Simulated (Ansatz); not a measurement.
Stepwise reaction of `[NH2][Ge]([NH2])([F])[F]` with ammonia, as a gas-phase model of exchange steps in deposition or etching. ΔE in kJ/mol; ΔG adds harmonic PBE0-D4 terms to CCSD(T)/CBS, at 1 bar.

Program: Ansatz. Geometries: PBE0-D4/def2-TZVP. ΔE: electronic, gas phase. CBS: MP2 limit from def2 TZ/QZ plus the TZ coupled-cluster correction, frozen cores. This one scheme is used for every species. DFT in def2-TZVPP. B3LYP here is the variant with VWN-RPA as its local correlation; programs differ in this. For Ge outer-core shells are correlated without core-valence functions, which leaves a few kJ/mol of doubt a bond. Scalar relativity is left out up to krypton. One conformer a species, not always the lowest.

```json
{"step": "2", "reaction": "`[NH2][Ge]([NH2])([NH2])[F]` + NH₃ → `[NH2][Ge]([NH2])([NH2])[NH2]` + H–F", "PBE-D4": "70.2", "B3LYP-D4": "73.6", "ωB97M-V": "72.6", "CCSD(T)/CBS": "63.5", "ΔG(600 K)": "64.5"}
```

Task: Give the row of step 1, `[NH2][Ge]([NH2])([F])[F]` + NH₃ → `[NH2][Ge]([NH2])([NH2])[F]` + H–F. (Estimate.)

Result: The calculation gave: 
| step | reaction | PBE-D4 | B3LYP-D4 | ωB97M-V | CCSD(T)/CBS | ΔG(600 K) |
| --- | --- | --- | --- | --- | --- | --- |
| 1 | `[NH2][Ge]([NH2])([F])[F]` + NH₃ → `[NH2][Ge]([NH2])([NH2])[F]` + H–F | 59.0 | 62.1 | 61.6 | 53.0 | 47.6 |

Task: By hand: ΔE of the 2 steps together at CCSD(T)/CBS.

Result: (53.0) + (63.5) = 116.5 kJ/mol, or 58.2 kJ/mol a step.

In ΔE each step is higher than the one before. All are uphill at CCSD(T)/CBS. ΔG lies between 47.6 and 64.5 kJ/mol a step. PBE-D4 differs from CCSD(T)/CBS by 6.0 to 6.7 kJ/mol a step. Isolated molecules leave out the surface, adducts and barriers. Largest T1 diagnostic: 0.011.
